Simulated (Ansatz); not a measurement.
Gas-phase electronic energies from Ansatz, PBE0-D4/def2-TZVP geometries. CCSD(T)/CBS is the MP2 limit (def2-TZVPP, def2-QZVPP) plus CCSD(T) − MP2 in def2-TZVPP, frozen cores. DFT in def2-TZVPP. B3LYP here is the variant with VWN-RPA as its local correlation; programs differ in this. Each species was taken in one conformer, which may not be the lowest.

`CO[SiH2][SiH](O)F` + `CBO` → `CBO[SiH](O)F` + `CO[SiH3]`  (cleavage of the Si–Si bond)

`CO[SiH2][SiH](O)F`:

Z-matrix (Å, degrees):
```
C
O 1 1.409
H 1 1.096 2 111.4
H 1 1.096 2 111.4 3 -121.4
H 1 1.091 2 108.3 3 119.3
Si 2 1.646 1 122.6 3 60.5
Si 6 2.342 2 105.9 1 -179.1
H 6 1.493 2 111.0 1 -57.9
H 6 1.493 2 110.7 1 60.9
O 7 1.638 6 105.7 2 -177.1
F 7 1.603 6 110.0 2 64.1
H 7 1.488 6 115.3 2 -54.4
H 10 0.959 7 119.1 6 170.2
```

`CBO`:

```xyz
8

C     0.331    0.313    0.897
B    -0.195    0.043   -0.545
O    -0.378   -1.236   -0.958
H     0.513   -0.598    1.470
H    -0.380    0.940    1.447
H     1.259    0.895    0.857
H    -0.446    0.942   -1.310
H    -0.705   -1.298   -1.859
```

`CBO[SiH](O)F`:

```xyz
12

C     1.345   -0.683    1.702
B     0.033   -0.481    0.887
O     0.068    0.075   -0.354
Si   -1.084    0.401   -1.466
O    -0.925    1.916   -2.015
F    -0.860   -0.644   -2.641
H     1.270   -0.166    2.666
H     2.243   -0.341    1.185
H     1.465   -1.743    1.956
H    -1.039   -0.809    1.334
H    -2.447    0.250   -0.942
H    -0.069    2.226   -2.313
```

`CO[SiH3]`:

```xyz
9

C     1.149    0.512   -0.521
O     0.020    0.743    0.289
Si   -1.125   -0.405    0.550
H     1.762   -0.310   -0.133
H     1.754    1.420   -0.532
H     0.862    0.275   -1.553
H    -2.134    0.205    1.445
H    -0.530   -1.614    1.186
H    -1.757   -0.827   -0.732
```

```
             level  ΔE (kcal/mol)  difference from CCSD(T)/CBS
            PBE-D4          -25.1                          6.9
          B3LYP-D4          -30.8                          1.2
           ωB97X-V          -30.6                          1.4
            B2PLYP          -32.5                         -0.5
            r2SCAN          -30.9                          1.1
              PBE0          -27.9                          4.1
             B3LYP          -31.1                          0.9
     HF/def2-TZVPP          -38.0                         -6.0
    MP2/def2-TZVPP          -33.7                         -1.7
SCS-MP2/def2-TZVPP          -34.2                         -2.2
   CCSD/def2-TZVPP          -33.0                         -1.0
CCSD(T)/def2-TZVPP          -32.3                         -0.3
SCS-MP2/def2-QZVPP          -34.2                         -2.2
      HF/CBS(def2)          -38.6                         -6.6
     MP2/CBS(def2)          -33.4                         -1.4
    CCSD/CBS(def2)          -32.8                         -0.8
       CCSD(T)/CBS          -32.0                            0
```

Largest T1 diagnostic among the species: 0.012.

In def2-TZVPP, CCSD(T) changes the Hartree–Fock value by +5.7 kcal/mol (the triples alone add +0.8 kcal/mol) and MP2 by +4.3 kcal/mol. From PBE to PBE0 (25 % exact exchange), in def2-TZVPP and without D4, ΔE moves by −2.7 kcal/mol.
